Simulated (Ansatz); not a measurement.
Two isomers of C2H7BZn: A = `B[CH](C)[ZnH]`, B = `[BH2][Zn][CH2]C`.

Program: Ansatz. Geometries: PBE0-D4/def2-TZVP. ΔE: electronic, gas phase. CCSD(T)/CBS is the MP2 limit (def2-TZVPP, def2-QZVPP) plus CCSD(T) − MP2 in def2-TZVPP, frozen cores. Functionals use def2-TZVPP. B3LYP here is the variant with VWN-RPA as its local correlation; programs differ in this. For Zn outer-core shells are correlated without core-valence functions, which leaves a few kJ/mol of doubt a bond. Scalar relativity is left out up to krypton. One conformer a species, not always the lowest.

Q: Which isomer does CCSD(T)/CBS put lower? Give the gap. (Estimate.)

A: The calculation gave: A, by 85.5 kJ/mol.

Q: Give E(B) − E(A) in kJ/mol with B3LYP-D4, HF/def2-TZVPP, PBE-D4, ωB97M-V, r2SCAN-D4, CCSD(T)/def2-TZVPP, PBE0-D4. (Estimate.)

A: The calculation gave: B3LYP-D4 87.2, HF/def2-TZVPP 71.7, PBE-D4 93.9, ωB97M-V 89.4, r2SCAN-D4 95.4, CCSD(T)/def2-TZVPP 89.0, PBE0-D4 92.6. None reverses the order clearly.

Largest T1 diagnostic: 0.014.

In def2-TZVPP, CCSD(T) changes the Hartree–Fock value by +17.3 kJ/mol (the triples alone add +4.8 kJ/mol) and MP2 by +20.9 kJ/mol. The D4 term adds +6.4 kJ/mol with B3LYP and +3.3 kJ/mol with PBE0; it sums over pairs of atoms, weighted by their polarisabilities, and B3LYP, whose exchange is more repulsive, gets the larger term.
